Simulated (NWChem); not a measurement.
Program: NWChem. System: HSi, charge 0, spin multiplicity 2, at a geometry optimised with UPBE0/def2-SVP. The structure started from a generated list of species. Its SCF solution wasn't tested for a lower state. Level: ROCCSD(T)/6-31G* (spherical d), 5 core orbitals frozen.

Input file:

```
start mol
memory heap 100 mb stack 700 mb global 1900 mb
geometry units angstroms nocenter noautoz
  Si     0.000000     0.000000     0.102678
  H      0.000000     0.000000    -1.437486
  symmetry group C2v
end
basis spherical
  * library 6-31g*
end
scf
  rohf
  nopen 1
  maxiter 100
  thresh 1e-7
  semidirect memsize 60000000 filesize 0
  # guess.movecs holds the orbitals of an unrestricted PBE0 run
  vectors input guess.movecs output mol.movecs
end
tce
  freeze core 5
  ccsd(t)
  2eorb
  2emet 13
  thresh 1e-6
  maxiter 100
  tilesize 24
end
task tce energy
```

NWChem printed:

```
             Northwest Computational Chemistry Package (NWChem) 7.3.0
             --------------------------------------------------------

                                NWChem Input Module
                                -------------------

 Scaling coordinates for geometry "geometry" by  1.889725989
 (inverse scale =  0.529177249)

 Turning off AUTOSYM since
 SYMMETRY directive was detected!

                             Geometry "geometry" -> ""
                             -------------------------

 Output coordinates in angstroms (scale by  1.889725989 to convert to a.u.)

  No.       Tag          Charge          X              Y              Z
 ---- ---------------- ---------- -------------- -------------- --------------
    1 Si                  14.0000     0.00000000     0.00000000     0.10267800
    2 H                    1.0000     0.00000000     0.00000000    -1.43748600

 Effective nuclear repulsion energy (a.u.)       4.8101900096

            Nuclear Dipole moment (a.u.)
            ----------------------------
        X                 Y               Z
 ---------------- ---------------- ----------------
     0.0000000000     0.0000000000     0.0000113384

      Symmetry information
      --------------------

 Group name             C2v
 Group number             16
 Group order               4
 No. of unique centers     2

      Symmetry unique atoms

     1    2


 Summary of "ao basis" -> "" (spherical)
 ------------------------------------------------------------------------------
       Tag                 Description            Shells   Functions and Types
 ---------------- ------------------------------  ------  ---------------------
 *                           6-31g*                   on all atoms

 Summary of "ao basis" -> "ao basis" (spherical)
 ------------------------------------------------------------------------------
       Tag                 Description            Shells   Functions and Types
 ---------------- ------------------------------  ------  ---------------------
 Si                          6-31g*                  8       18   4s3p1d
 H                           6-31g*                  2        2   2s

                                 NWChem SCF Module
                                 -----------------

  ao basis        = "ao basis"
  functions       =    20
  atoms           =     2
  closed shells   =     7
  open shells     =     1
  charge          =   0.00
  wavefunction    = ROHF
  use symmetry    = T
  symmetry adapt  = T

 Summary of "ao basis" -> "ao basis" (spherical)
 ------------------------------------------------------------------------------
       Tag                 Description            Shells   Functions and Types
 ---------------- ------------------------------  ------  ---------------------
 Si                          6-31g*                  8       18   4s3p1d
 H                           6-31g*                  2        2   2s

      Symmetry analysis of basis
      --------------------------

        a1         11
        a2          1
        b1          4
        b2          4

 Forming initial guess at       0.0s

      Symmetry analysis of molecular orbitals - initial
      -------------------------------------------------

  Numbering of irreducible representations:

     1 a1          2 a2          3 b1          4 b2

  Orbital symmetries:

     1 a1          2 a1          3 b1          4 b2          5 a1
     6 a1          7 a1          8 b2          9 b1         10 a1
    11 a1         12 b2         13 a1         14 b1         15 a2
    16 a1         17 b2         18 b1

 Starting SCF solution at       0.0s

 ----------------------------------------------
         Quadratically convergent ROHF

 Convergence threshold     :          1.000E-07
 Maximum no. of iterations :          100
 Final Fock-matrix accuracy:          1.000E-09
 ----------------------------------------------

              iter       energy          gnorm     gmax       time
             ----- ------------------- --------- --------- --------
                 1     -289.4003432200  2.60D-01  1.20D-01      0.1
                 2     -289.4054309347  3.95D-02  2.62D-02      0.1
                 3     -289.4056713761  4.70D-04  2.43D-04      0.1
                 4     -289.4056714281  4.22D-08  1.56D-08      0.1

       Final ROHF results
       ------------------

         Total SCF energy =   -289.405671428081
      One-electron energy =   -410.753483321365
      Two-electron energy =    116.537621883651
 Nuclear repulsion energy =      4.810190009633

        Time for solution =      0.1s

       Symmetry analysis of molecular orbitals - final
       -----------------------------------------------

  Numbering of irreducible representations:

     1 a1          2 a2          3 b1          4 b2

  Orbital symmetries:

     1 a1          2 a1          3 b1          4 b2          5 a1
     6 a1          7 a1          8 b2          9 b1         10 a1
    11 a1         12 a1         13 b2         14 b1         15 b1
    16 a1         17 a2         18 b2

             Final eigenvalues
             -----------------

              1
    1  -68.7927
    2   -6.1503
    3   -4.2522
    4   -4.2497
    5   -4.2495
    6   -0.6263
    7   -0.3752
    8   -0.1092
    9    0.0083
   10    0.1863
   11    0.2962
   12    0.3954
   13    0.3982
   14    0.4046
   15    0.8073
   16    0.8137
   17    0.8140
   18    0.8164

                       ROHF Final Molecular Orbital Analysis
                       -------------------------------------

 Vector    6  Occ=2.000000D+00  E=-6.262648D-01  Symmetry=a1
              MO Center= -6.2D-17,  6.8D-17, -5.7D-01, r^2= 1.5D+00
   Bfn.  Coefficient  Atom+Function         Bfn.  Coefficient  Atom+Function
  ----- ------------  ---------------      ----- ------------  ---------------
     6      0.551368  1 Si s                  2     -0.260819  1 Si s
    10      0.233268  1 Si s                 20      0.223017  2 H  s
    19      0.220604  2 H  s

 Vector    7  Occ=2.000000D+00  E=-3.751504D-01  Symmetry=a1
              MO Center= -7.7D-17, -3.6D-16,  4.9D-02, r^2= 2.3D+00
   Bfn.  Coefficient  Atom+Function         Bfn.  Coefficient  Atom+Function
  ----- ------------  ---------------      ----- ------------  ---------------
     9      0.408496  1 Si pz                10      0.374102  1 Si s
    20     -0.368130  2 H  s                  6      0.363077  1 Si s
    19     -0.219361  2 H  s                 13      0.163046  1 Si pz
     2     -0.160639  1 Si s                  5     -0.160138  1 Si pz

 Vector    8  Occ=1.000000D+00  E=-1.092230D-01  Symmetry=b2
              MO Center= -1.5D-16,  5.8D-16,  9.4D-02, r^2= 2.5D+00
   Bfn.  Coefficient  Atom+Function         Bfn.  Coefficient  Atom+Function
  ----- ------------  ---------------      ----- ------------  ---------------
     8      0.616826  1 Si py                12      0.502849  1 Si py
     4     -0.222332  1 Si py

 Vector    9  Occ=0.000000D+00  E= 8.266393D-03  Symmetry=b1
              MO Center=  6.1D-17,  3.3D-17,  9.7D-02, r^2= 3.2D+00
   Bfn.  Coefficient  Atom+Function         Bfn.  Coefficient  Atom+Function
  ----- ------------  ---------------      ----- ------------  ---------------
    11      0.699831  1 Si px                 7      0.403829  1 Si px
     3     -0.175577  1 Si px

 Vector   10  Occ=0.000000D+00  E= 1.863266D-01  Symmetry=a1
              MO Center=  9.2D-17, -5.1D-17,  7.5D-02, r^2= 4.5D+00
   Bfn.  Coefficient  Atom+Function         Bfn.  Coefficient  Atom+Function
  ----- ------------  ---------------      ----- ------------  ---------------
    20      1.462954  2 H  s                 13      1.378945  1 Si pz
    10     -0.902337  1 Si s                  9      0.150345  1 Si pz

 Vector   11  Occ=0.000000D+00  E= 2.962354D-01  Symmetry=a1
              MO Center=  2.1D-17, -3.2D-16, -2.1D-01, r^2= 4.1D+00
   Bfn.  Coefficient  Atom+Function         Bfn.  Coefficient  Atom+Function
  ----- ------------  ---------------      ----- ------------  ---------------
    10     -1.841634  1 Si s                  6      1.726123  1 Si s
    13      0.262815  1 Si pz                 9     -0.234070  1 Si pz

 center of mass
 --------------
 x =   0.00000000 y =   0.00000000 z =   0.09283310

 moments of inertia (a.u.)
 ------------------
           8.240378438073           0.000000000000           0.000000000000
           0.000000000000           8.240378438073           0.000000000000
           0.000000000000           0.000000000000           0.000000000000

  Mulliken analysis of the total density
  --------------------------------------

    Atom       Charge   Shell Charges
 -----------   ------   -------------------------------------------------------
    1 Si  14    13.83   2.00  2.00  5.97  1.22  1.26  0.66  0.68  0.04
    2 H    1     1.17   0.49  0.68

 Mulliken analysis of the open-shell density
 -------------------------------------------

    Atom       Charge   Shell Charges
 -----------   ------   -------------------------------------------------------
    1 Si  14     1.00   0.00  0.00  0.00 -0.00  0.55  0.00  0.45  0.00
    2 H    1     0.00   0.00  0.00

       Multipole analysis of the density wrt the origin
       ------------------------------------------------

     L   x y z        total         open         nuclear
     -   - - -        -----         ----         -------
     0   0 0 0     -0.000000     -1.000000     15.000000

     1   1 0 0      0.000000      0.000000      0.000000
     1   0 1 0      0.000000     -0.000000      0.000000
     1   0 0 1     -0.149908     -0.177894      0.000011

     2   2 0 0     -8.670013     -1.787924      0.000000
     2   1 1 0      0.000000      0.000000      0.000000
     2   1 0 1     -0.000000      0.000000      0.000000
     2   0 2 0    -12.250105     -5.363771      0.000000
     2   0 1 1      0.000000     -0.000000      0.000000
     2   0 0 2    -12.743510     -1.819432      7.906211

                   NWChem Extensible Many-Electron Theory Module
                   ---------------------------------------------


            General Information
            -------------------
      Number of processors :     1
         Wavefunction type : Restricted open-shell Hartree-Fock
          No. of electrons :    15
           Alpha electrons :     8
            Beta electrons :     7
           No. of orbitals :    40
            Alpha orbitals :    20
             Beta orbitals :    20
        Alpha frozen cores :     5
         Beta frozen cores :     5
     Alpha frozen virtuals :     0
      Beta frozen virtuals :     0
         Spin multiplicity : doublet
    Number of AO functions :    20
       Number of AO shells :    10
        Use of symmetry is : on
      Symmetry adaption is : on
         Schwarz screening : 0.10D-09

          Correlation Information
          -----------------------
          Calculation type : Coupled-cluster singles & doubles w/ perturbation
   Perturbative correction : (T)
            Max iterations :      100
        Residual threshold : 0.10D-05
     T(0) DIIS level shift : 0.00D+00
     L(0) DIIS level shift : 0.00D+00
     T(1) DIIS level shift : 0.00D+00
     L(1) DIIS level shift : 0.00D+00
     T(R) DIIS level shift : 0.00D+00
     T(I) DIIS level shift : 0.00D+00
   CC-T/L Amplitude update :  5-th order DIIS
                I/O scheme : Global Array Library
        L-threshold :  0.10D-05
        EOM-threshold :  0.10D-05
 no EOMCCSD initial starts read in
 TCE RESTART OPTIONS
 SLICE:      F
 D4D5:       F
 quantumc:   F
 qrotation:  F
 pwtce:      F
 qducc:      F
 nacto:                         0
 nrotv:                         0
 nrot:                          0

            Memory Information
            ------------------
          Available GA space size is     249036000 doubles
          Available MA space size is     104855404 doubles

 Maximum block size supplied by input
 Maximum block size        24 doubles

 tile_dim =      6

 -------------------------------------------------

 Global array virtual files algorithm will be used

 Parallel file system coherency ......... OK

 4-electron integrals stored in orbital form

 v2    file size   =             4363
 4-index algorithm nr.  13 is used
 imaxsize =       30
 imaxsize ichop =        0


CCSD iterations
 ---------------------------------------------------------
 Iter          Residuum       Correlation     Cpu    Wall
 ---------------------------------------------------------
    1   0.0807625564674  -0.0576375850796     0.0     0.0
    2   0.0287714315844  -0.0709099539611     0.0     0.0
    3   0.0132457882062  -0.0744703441113     0.0     0.0
    4   0.0067692612778  -0.0757863124045     0.0     0.0
    5   0.0036347437452  -0.0763530445322     0.0     0.0
    6   0.0003585140564  -0.0769108888215     0.0     0.0
    7   0.0001903441774  -0.0769108276480     0.0     0.0
    8   0.0001165960393  -0.0769114313164     0.0     0.0
    9   0.0000728865814  -0.0769122376272     0.0     0.0
   10   0.0000458526787  -0.0769127624944     0.0     0.0
   11   0.0000021181201  -0.0769136495920     0.0     0.0
   12   0.0000008717581  -0.0769138970309     0.0     0.0
 -----------------------------------------------------------------
 Iterations converged
 CCSD correlation energy / hartree =        -0.076913897030866
 CCSD total energy / hartree       =      -289.482585325111472

 Singles contributions

 Doubles contributions
 CCSD(T)
 Using plain CCSD(T) code
             total no. of tasks           96
 total no. of tasks / no. procs           96
                         wl_min            2           1.1
                         wl_max         1728           3.5
        thresh for no. of tasks           96

 CCSD[T]  correction energy / hartree =        -0.001485114984737
 CCSD[T] correlation energy / hartree =        -0.078399012015603
 CCSD[T] total energy / hartree       =      -289.484070440096218
 CCSD(T)  correction energy / hartree =        -0.001456536224848
 CCSD(T) correlation energy / hartree =        -0.078370433255714
 CCSD(T) total energy / hartree       =      -289.484041861336323

 Task  times  cpu:        0.6s     wall:        0.6s

 Total times  cpu:        0.6s     wall:        0.6s
```
